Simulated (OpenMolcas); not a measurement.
Cu4+ (d7) among equal point charges was computed by CASSCF with the d shell active (OpenMolcas, ANO-RCC-VDZP on the metal). Its lowest spin-free states, and all those of the highest spin:

| 2S+1 | Degeneracy | E (cm-1) |
| --- | --- | --- |
| 4 | 2 | 0.0 |
| 4 | 1 | 2146 |
| 4 | 2 | 3666 |
| 4 | 2 | 4023 |
| 4 | 1 | 21387 |
| 2 | 2 | 24770 |
| 2 | 2 | 24870 |
| 2 | 1 | 25181 |
| 2 | 2 | 26408 |
| 2 | 1 | 27617 |
| 2 | 2 | 28499 |
| 2 | 2 | 29269 |
| 4 | 2 | 32971 |

**Question.** Is the site octahedral, tetrahedral or cube-like, axial, or of lower symmetry?

**Answer.** The states with 2S+1 = 4 have orbital degeneracies 2, 1, 2, 2, 1, 2. There are pairs but no triples, so the site is axial: not cubic, but with a proper or improper axis of order three or more. The run had Cu4+ among 2 point charges of -3 e arranged as a linear pair (D∞h), 1.98 Å from the ion.

Without dynamic correlation the repulsion within the d shell is too large (B by tens of per cent), so at a given field states of lower spin stand too high. Point charges give a weaker field than real ligands, and real ions of this kind are often low spin; the high spin found here belongs to the model. The ground term spreads over less than 5000 cm-1, several times less than with real ligands, so orbital moments are less quenched and χT lies further from the spin-only value than at real sites. Point charges carry no covalency, so the field is a model and not that of real ligands. No measured value stands beside these numbers.
